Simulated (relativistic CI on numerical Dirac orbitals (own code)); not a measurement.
# Radial parameters of Cr⁴⁺

Calculated at this level of theory: Dirac-Coulomb-Breit CI, orbitals from a KLI potential per configuration, a model potential for QED, valence Slater integrals scaled by 0.85, P86 correlation energy added to each configuration (own radial code, finite nucleus).

Slater integrals F^k, G^k are unscaled and averaged over j, outside the closed core [Ne]; ζ comes from projecting the Hamiltonian with its Breit term on Σ l·s of the shell.

- 3s2.3p6.3d2: F^2(3d,3d) = 94535, F^4(3d,3d) = 59540, ζ(3d) = 311.17 cm⁻¹; <r>(3d) = 1.017, <r^2>(3d) = 1.26 (bohr units).
- 3s2.3p6.3d.4s: ζ(3d) = 351.22, G^2(3d,4s) = 12679 cm⁻¹; <r>(3d) = 0.9741, <r^2>(3d) = 1.153, <r>(4s) = 2.183, <r^2>(4s) = 5.351 (bohr units).
- 3s2.3p6.3d.4p: ζ(3d) = 355.13, F^2(3d,4p) = 27375, G^1(3d,4p) = 9831.4, G^3(3d,4p) = 9267.3, ζ(4p) = 928.83 cm⁻¹; <r>(3d) = 0.9713, <r^2>(3d) = 1.145, <r>(4p) = 2.42, <r^2>(4p) = 6.595 (bohr units).

Task: Give the Racah parameters of the d shell in 3s2.3p6.3d2.

Result: B = F²/49 − 5F⁴/441 = 1254 cm⁻¹ and C = 35F⁴/441 = 4725 cm⁻¹; values fitted to spectra at such low charge are typically 15 to 30 % smaller.

In this model ζ of a weakly bound d, f or g electron outside closed shells comes out too small, for d by up to a factor of two or three and at times with the wrong sign; that of an outer p electron is too small as well.

Averages of the first 10 configurations, taken without configuration mixing, which lowers the lowest level and can move excited configurations by several eV; other configurations of the list can lie among them:

```csv
Configuration,Parity,States,Average energy above the lowest level (eV)
3s2.3p6.3d2,even,45,1.4
3s2.3p6.3d.4s,even,20,21.6
3s2.3p6.3d.4p,odd,60,29.3
3s2.3p5.3d3,odd,720,48.7
3s2.3p6.3d.4d,even,100,40.6
3s2.3p6.3d.5s,even,20,44.6
3s2.3p6.3d.4f,odd,140,48.3
3s2.3p6.3d.5p,odd,60,47.6
3s2.3p6.4s2,even,1,48.1
3s.3p6.3d3,even,240,84.2
```
